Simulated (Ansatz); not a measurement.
Ansatz (a first-principles code) input (B3LYP-D3(BJ)/def2-TZVP):

Ansatz 0.2 input:
```yaml
crystal:
  periodic: [false, false, false]
  atoms:
    - {symbol: Se, position_ang: [-0.00000000, -0.00000000, -0.00000000]}
    - {symbol: O, position_ang: [1.60032656, -0.03134173, -0.04661645]}
    - {symbol: O, position_ang: [-0.77295480, 1.40217965, 0.02517160]}
    - {symbol: O, position_ang: [-0.82737176, -1.37083792, 0.02144485]}
basis:
  gaussian:
    orbitals: def2-TZVP
hamiltonian:
  xc: b3lyp
  dispersion: d3bj
phonons: {temperatures: {t_min: 298.15, t_max: 298.15, t_step: 100}}
```

Output:

```
Functional definition: B3LYP
integrals: 0.05 GiB planned
862 factors; their error is unknown
mean field: 0.53 GiB planned
mean field evaluation 1: about -71475.2562 eV, gradient 9.5e1 eV
mean field evaluation 2: about -71432.3920 eV, gradient 1.9e2 eV
mean field evaluation 4: about -71489.7561 eV, gradient 4.5e0 eV
mean field evaluation 8: about -71490.1113 eV, gradient 3.2e-1 eV
mean field evaluation 16: about -71490.1114 eV, gradient 1.3e-5 eV
mean field -71490.11138087 eV, -2627.2131355092 hartree, gradient 1.0e-5 eV, S^2 0.000000; 0 other end points of the search recorded, 0 dependent functions left out
the calculation of the forces begins
reference -71490.11156999 eV, -2627.2131424592 hartree; 29, 29 occupied and 112, 112 virtual orbitals, 862 factors
these checks for a lower state are left out or cut short: stability, starts, cluster_reference, orbital_swaps, neighbouring_geometries, increment
integrals: 0.05 GiB planned
862 factors; their error is unknown
mean field: 0.53 GiB planned
mean field -71490.11121012 eV, -2627.2131292340 hartree, gradient 9.2e-7 eV, S^2 0.000000; 0 other end points of the search recorded, 0 dependent functions left out
the calculation of the forces begins
reference -71490.11139924 eV, -2627.2131361841 hartree; 29, 29 occupied and 112, 112 virtual orbitals, 862 factors
these checks for a lower state are left out or cut short: stability, starts, cluster_reference, orbital_swaps, neighbouring_geometries, increment
integrals: 0.05 GiB planned
862 factors; their error is unknown
mean field: 0.53 GiB planned
mean field -71490.11120913 eV, -2627.2131291979 hartree, gradient 8.8e-7 eV, S^2 0.000000; 0 other end points of the search recorded, 0 dependent functions left out
the calculation of the forces begins
reference -71490.11139825 eV, -2627.2131361477 hartree; 29, 29 occupied and 112, 112 virtual orbitals, 862 factors
these checks for a lower state are left out or cut short: stability, starts, cluster_reference, orbital_swaps, neighbouring_geometries, increment
integrals: 0.05 GiB planned
862 factors; their error is unknown
mean field: 0.53 GiB planned
mean field evaluation 32: about -71489.7799 eV, gradient 3.6e-1 eV
mean field -71490.11134067 eV, -2627.2131340318 hartree, gradient 9.2e-7 eV, S^2 0.000000; 0 other end points of the search recorded, 0 dependent functions left out
the calculation of the forces begins
reference -71490.11152980 eV, -2627.2131409822 hartree; 29, 29 occupied and 112, 112 virtual orbitals, 862 factors
these checks for a lower state are left out or cut short: stability, starts, cluster_reference, orbital_swaps, neighbouring_geometries, increment
integrals: 0.05 GiB planned
862 factors; their error is unknown
mean field: 0.53 GiB planned
mean field -71490.11131159 eV, -2627.2131329632 hartree, gradient 9.2e-7 eV, S^2 0.000000; 0 other end points of the search recorded, 0 dependent functions left out
the calculation of the forces begins
reference -71490.11150070 eV, -2627.2131399127 hartree; 29, 29 occupied and 112, 112 virtual orbitals, 862 factors
these checks for a lower state are left out or cut short: stability, starts, cluster_reference, orbital_swaps, neighbouring_geometries, increment
integrals: 0.05 GiB planned
862 factors; their error is unknown
mean field: 0.53 GiB planned
mean field -71490.11132441 eV, -2627.2131334341 hartree, gradient 9.1e-7 eV, S^2 0.000000; 0 other end points of the search recorded, 0 dependent functions left out
the calculation of the forces begins
reference -71490.11151351 eV, -2627.2131403836 hartree; 29, 29 occupied and 112, 112 virtual orbitals, 862 factors
these checks for a lower state are left out or cut short: stability, starts, cluster_reference, orbital_swaps, neighbouring_geometries, increment
integrals: 0.05 GiB planned
862 factors; their error is unknown
mean field: 0.53 GiB planned
mean field -71490.11134903 eV, -2627.2131343388 hartree, gradient 9.2e-7 eV, S^2 0.000000; 0 other end points of the search recorded, 0 dependent functions left out
the calculation of the forces begins
reference -71490.11153816 eV, -2627.2131412893 hartree; 29, 29 occupied and 112, 112 virtual orbitals, 862 factors
these checks for a lower state are left out or cut short: stability, starts, cluster_reference, orbital_swaps, neighbouring_geometries, increment
integrals: 0.05 GiB planned
862 factors; their error is unknown
mean field: 0.53 GiB planned
mean field evaluation 64: about -71490.1113 eV, gradient 3.1e-1 eV
mean field -71490.11133671 eV, -2627.2131338860 hartree, gradient 9.2e-7 eV, S^2 0.000000; 0 other end points of the search recorded, 0 dependent functions left out
the calculation of the forces begins
reference -71490.11152584 eV, -2627.2131408366 hartree; 29, 29 occupied and 112, 112 virtual orbitals, 862 factors
these checks for a lower state are left out or cut short: stability, starts, cluster_reference, orbital_swaps, neighbouring_geometries, increment
integrals: 0.05 GiB planned
862 factors; their error is unknown
mean field: 0.53 GiB planned
mean field -71490.11130499 eV, -2627.2131327206 hartree, gradient 9.1e-7 eV, S^2 0.000000; 0 other end points of the search recorded, 0 dependent functions left out
the calculation of the forces begins
reference -71490.11149410 eV, -2627.2131396700 hartree; 29, 29 occupied and 112, 112 virtual orbitals, 862 factors
Total energy: -71490.23915483 eV, -2627.2178311155 hartree
Atom 0 at    -0.000000    -0.000000    -0.000000 Å, force     0.000151    -0.000003    -0.000004 eV/Å
Atom 1 at     1.600327    -0.031342    -0.046616 Å, force    -0.000007     0.000000     0.000000 eV/Å
Atom 2 at    -0.772955     1.402180     0.025172 Å, force    -0.000069     0.000129     0.000002 eV/Å
Atom 3 at    -0.827372    -1.370838     0.021445 Å, force    -0.000075    -0.000126     0.000002 eV/Å
Dipole moment:     0.000001    -0.000000    -0.000000 e Å
Vibrations: 262.79 349.04 349.08 911.73 1025.34 1025.35 cm⁻¹, zero-point energy 0.243217 eV
```
